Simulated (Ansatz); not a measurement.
Ligand exchange: C2H5BrMg + C3H6 → C3H8Mg + C2H3Br

Species: C2H5BrMg `C[CH2][Mg][Br]`, singlet; C3H6 (propene) `C=CC`, singlet; C3H8Mg `C[CH2][Mg][CH3]`, singlet; C2H3Br `C=CBr`, singlet. The partners trade Br for CH3: Mg–Br and C–CH3 bonds give way to Mg–CH3 and C–Br.

Shapes, held fixed at every level: PBE0-D4/def2-TZVP. Programs: Ansatz 0.2.0. Electronic energies: no zero-point or thermal term.

```
               level                   kind  ΔE (kJ/mol)  less CCSD(T)/def2-TZVPP
         HF/def2-SVP           Hartree–Fock       +301.4                    +53.1
       HF/def2-TZVPP           Hartree–Fock       +290.6                    +42.3
   PBE-D4/def2-TZVPP                    GGA       +237.0                    -11.3
r2SCAN-D4/def2-TZVPP               meta-GGA       +253.9                     +5.6
        MP2/def2-SVP    perturbation theory       +278.5                    +30.2
       CCSD/def2-SVP  coupled cluster or CI       +280.5                    +32.2
  CCSD(T)/def2-TZVPP  coupled cluster or CI       +248.3                      0.0
```

The highest level, CCSD(T)/def2-TZVPP, gives ΔE = +248.3 kJ/mol; the levels span +237.0 to +301.4. The column of differences is taken from that level and isn't an error. No measured value is set beside it here. Relativity is left out for Br. Outer-core shells of Br, Mg are correlated in most correlated rows, in sets that cover them unevenly.
